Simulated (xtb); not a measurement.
H$_{4}$O$_{4}$P (SMILES O=P(O)(O)[OH2+]), charge +1, singlet, from a rough starting geometry; GFN2-xTB run with xtb 6.7.1.

xtb was given this input:
```
$ xtb mol.xyz --gfn 2 --chrg 1 --opt vtight --json

# file mol.xyz
9

O      0.17723128     1.59312853    -0.76044998
P     -0.32545249     0.40901139    -0.13292409
O     -0.60121898     0.38473070     1.37532394
O     -1.36201273    -0.46365908    -0.75473892
O      1.13177350    -0.74250880    -0.09907585
H     -0.62289320     1.21242446     1.92547389
H     -1.48502452    -0.30169789    -1.72702168
H      1.96595252    -0.36046929    -0.29906575
H      1.14840420    -1.51960479     0.51714512
```

**Question.** Predict the main parts of the log of this xtb run.

**Answer.** 
```
   ID    Z sym.   atoms
    1    8 O      1, 3-5
    2   15 P      2
    3    1 H      6-9

           -------------------------------------------------
          |                Calculation Setup                |
           -------------------------------------------------

           -------------------------------------------------
          |                 G F N 2 - x T B                 |
           -------------------------------------------------

          ...................................................
          :                      SETUP                      :
          :.................................................:
          :  # basis functions                  30          :
          :  # atomic orbitals                  29          :
          :  # shells                           15          :
          :  # electrons                        32          :
          :  max. iterations                   250          :
          :  Hamiltonian                  GFN2-xTB          :
          :  restarted?                      false          :
          :  GBSA solvation                  false          :
          :  PC potential                    false          :
          :  electronic temp.          300.0000000     K    :
          :  accuracy                    1.0000000          :
          :  -> integral cutoff          0.2500000E+02      :
          :  -> integral neglect         0.1000000E-07      :
          :  -> SCF convergence          0.1000000E-05 Eh   :
          :  -> wf. convergence          0.1000000E-03 e    :
          :  Broyden damping             0.4000000          :
          :  net charge                          1          :
          :  unpaired electrons                  0          :
          ...................................................

 iter      E             dE          RMSdq      gap      omega  full diag
   1    -20.5250171 -0.205250E+02  0.909E+00   10.39       0.0  T
   2    -20.5883148 -0.632977E-01  0.522E+00    8.60       1.0  T
   3    -20.6047605 -0.164457E-01  0.149E+00    7.27       1.0  T
   4    -20.6062049 -0.144434E-02  0.729E-01    7.62       1.0  T
   5    -20.6062898 -0.849556E-04  0.273E-01    7.44       1.0  T
   6    -20.6064029 -0.113110E-03  0.131E-01    7.61       1.0  T
   7    -20.6064357 -0.328052E-04  0.526E-02    7.58       1.0  T
   8    -20.6064408 -0.508780E-05  0.920E-03    7.56       3.6  T
   9    -20.6064409 -0.376955E-07  0.339E-03    7.56       9.8  T
  10    -20.6064409 -0.253591E-07  0.990E-04    7.56      33.7  T
  11    -20.6064409 -0.179624E-08  0.149E-04    7.56     224.0  T

   *** convergence criteria satisfied after 11 iterations ***

         :::::::::::::::::::::::::::::::::::::::::::::::::::::
         ::                     SUMMARY                     ::
         :::::::::::::::::::::::::::::::::::::::::::::::::::::
         :: total energy             -20.469064799387 Eh    ::
         :: gradient norm              0.101468209749 Eh/a0 ::
         :: HOMO-LUMO gap              7.563169561983 eV    ::
         ::.................................................::
         :: SCC energy               -20.606437724674 Eh    ::
         :: -> isotropic ES            0.190582418946 Eh    ::
         :: -> anisotropic ES          0.005278169336 Eh    ::
         :: -> anisotropic XC          0.001025822275 Eh    ::
         :: -> dispersion             -0.004250406533 Eh    ::
         :: repulsion energy           0.137372925287 Eh    ::
         :: add. restraining           0.000000000000 Eh    ::
         :: total charge               1.000000000000 e     ::
         :::::::::::::::::::::::::::::::::::::::::::::::::::::

      -----------------------------------------------------------
     |                   =====================                   |
     |                        A N C O P T                        |
     |                   =====================                   |
     |               Approximate Normal Coordinate               |
     |                Rational Function Optimizer                |
      -----------------------------------------------------------
      -----------------------------------------------------------
     |                   =====================                   |
     |                        A N C O P T                        |
     |                   =====================                   |
     |               Approximate Normal Coordinate               |
     |                Rational Function Optimizer                |
      -----------------------------------------------------------

          ...................................................
          :                      SETUP                      :
          :.................................................:
          :   optimization level         verytight          :
          :   max. optcycles                   200          :
          :   ANC micro-cycles                  20          :
          :   degrees of freedom                21          :
          :.................................................:
          :   RF solver                   davidson          :
          :   write xtbopt.log                true          :
          :   linear?                        false          :
          :   energy convergence         0.1000000E-06 Eh   :
          :   grad. convergence          0.2000000E-03 Eh/α :
          :   maxmium RF displ.          1.0000000          :
          :   Hlow (freq-cutoff)         0.1000000E-01      :
          :   Hmax (freq-cutoff)         5.0000000          :
          :   S6 in model hess.         20.0000000          :
          ...................................................

generating ANC from exact Hessian ...
Using Lindh-Hessian (1995)
 Shifting diagonal of input Hessian by    0.0000000000000000
 Lowest  eigenvalues of input Hessian
    0.000000    0.000000    0.000000    0.000000    0.000000    0.000000
[...]
 * total energy  :   -20.4757859 Eh     change       -0.8118686E-05 Eh
 * total energy  :   -20.4757956 Eh     change       -0.9764940E-05 Eh
 * total energy  :   -20.4758019 Eh     change       -0.6245004E-05 Eh
 * total energy  :   -20.4758089 Eh     change       -0.7022214E-05 Eh
 * total energy  :   -20.4758110 Eh     change       -0.2107096E-05 Eh
 * total energy  :   -20.4758135 Eh     change       -0.2462815E-05 Eh
 * total energy  :   -20.4758147 Eh     change       -0.1240875E-05 Eh
 * total energy  :   -20.4758154 Eh     change       -0.7248711E-06 Eh
 * total energy  :   -20.4758157 Eh     change       -0.2566830E-06 Eh
 * total energy  :   -20.4758158 Eh     change       -0.1407120E-06 Eh
 * total energy  :   -20.4758160 Eh     change       -0.1137830E-06 Eh
 * total energy  :   -20.4758161 Eh     change       -0.1106327E-06 Eh
 * total energy  :   -20.4758162 Eh     change       -0.8901143E-07 Eh
   *** GEOMETRY OPTIMIZATION CONVERGED AFTER 20 ITERATIONS ***
[...]
         :::::::::::::::::::::::::::::::::::::::::::::::::::::
         :: total energy             -20.475816150189 Eh    ::
         :: gradient norm              0.000146963438 Eh/a0 ::
         :: HOMO-LUMO gap              7.704539617557 eV    ::
         ::.................................................::
         :: SCC energy               -20.608535207020 Eh    ::
         :: -> isotropic ES            0.187867105448 Eh    ::
         :: -> anisotropic ES          0.005831896942 Eh    ::
         :: -> anisotropic XC          0.001019214278 Eh    ::
         :: -> dispersion             -0.004242355320 Eh    ::
         :: repulsion energy           0.132719056832 Eh    ::
         :: add. restraining           0.000000000000 Eh    ::
         :: total charge               1.000000000000 e     ::
         :::::::::::::::::::::::::::::::::::::::::::::::::::::

           -------------------------------------------------
          |                Property Printout                |
           -------------------------------------------------

    * Orbital Energies and Occupations

         #    Occupation            Energy/Eh            Energy/eV
      -------------------------------------------------------------
         1        2.0000           -0.9735806             -26.4925
       ...           ...                  ...                  ...
         4        2.0000           -0.8965393             -24.3961
         5        2.0000           -0.8705768             -23.6896
         6        2.0000           -0.8543515             -23.2481
         7        2.0000           -0.8321160             -22.6430
         8        2.0000           -0.8068409             -21.9553
         9        2.0000           -0.7805195             -21.2390
        10        2.0000           -0.7738336             -21.0571
        11        2.0000           -0.7626511             -20.7528
        12        2.0000           -0.7282977             -19.8180
        13        2.0000           -0.7107591             -19.3407
        14        2.0000           -0.6995751             -19.0364
        15        2.0000           -0.6666625             -18.1408
        16        2.0000           -0.6531396             -17.7728 (HOMO)
        17                         -0.3700030             -10.0683 (LUMO)
        18                         -0.2957586              -8.0480
        19                         -0.1817406              -4.9454
        20                         -0.1572686              -4.2795
        21                         -0.1466599              -3.9908
        22                         -0.0510885              -1.3902
        23                         -0.0102462              -0.2788
        24                          0.0451772               1.2293
        25                          0.0815617               2.2194
        26                          0.1582764               4.3069
        27                          0.6384338              17.3727
       ...                                ...                  ...
        29                          1.0617545              28.8918
      -------------------------------------------------------------
                  HL-Gap            0.2831366 Eh            7.7045 eV
             Fermi-level           -0.5115713 Eh          -13.9206 eV

     #   Z          covCN         q      C6AA      α(0)
     1   8 O        0.808    -0.411    21.920     6.276
     2  15 P        3.392     0.863   127.246    20.263
     3   8 O        1.613    -0.359    20.090     6.050
     4   8 O        1.613    -0.344    19.813     6.008
     5   8 O        2.397    -0.369    20.200     6.070
     6   1 H        0.895     0.402     0.474     1.078
     7   1 H        0.894     0.403     0.472     1.075
     8   1 H        0.804     0.407     0.472     1.079
     9   1 H        0.804     0.408     0.470     1.077

 Mol. C6AA /au·bohr⁶  :       1012.664128
 Mol. C8AA /au·bohr⁸  :      29940.279053
 Mol. α(0) /au        :         48.975111

Wiberg/Mayer (AO) data.
largest (>0.10) Wiberg bond orders for each atom

 ---------------------------------------------------------------------------
     #   Z sym  total        # sym  WBO       # sym  WBO       # sym  WBO
 ---------------------------------------------------------------------------
     1   8 O    2.171 --     2 P    1.935
     2  15 P    5.266 --     1 O    1.935     4 O    1.341     3 O    1.318
                             5 O    0.630
     3   8 O    2.299 --     2 P    1.318     6 H    0.811
     4   8 O    2.322 --     2 P    1.341     7 H    0.810
     5   8 O    2.379 --     8 H    0.818     9 H    0.813     2 P    0.630
     6   1 H    0.839 --     3 O    0.811
     7   1 H    0.838 --     4 O    0.810
     8   1 H    0.835 --     5 O    0.818
     9   1 H    0.833 --     5 O    0.813
 ---------------------------------------------------------------------------

Topologies differ in total number of bonds
Writing topology from bond orders to xtbtopo.mol

molecular dipole:
                 x           y           z       tot (Debye)
 q only:        0.642      -0.736       0.322
   full:        0.765      -0.842       0.422       3.084
molecular quadrupole (traceless):
                xx          xy          yy          xz          yz          zz
 q only:        3.881      -6.117      -4.961       3.843       5.384       1.080
  q+dip:        4.420      -7.106      -5.518       4.563       5.972       1.098
   full:        4.925      -8.051      -6.020       4.879       6.567       1.095

optimized geometry written to: xtbopt.xyz

           -------------------------------------------------
          | TOTAL ENERGY              -20.475816150189 Eh   |
          | GRADIENT NORM               0.000146963438 Eh/α |
          | HOMO-LUMO GAP               7.704539617557 eV   |
           -------------------------------------------------

normal termination of xtb
```
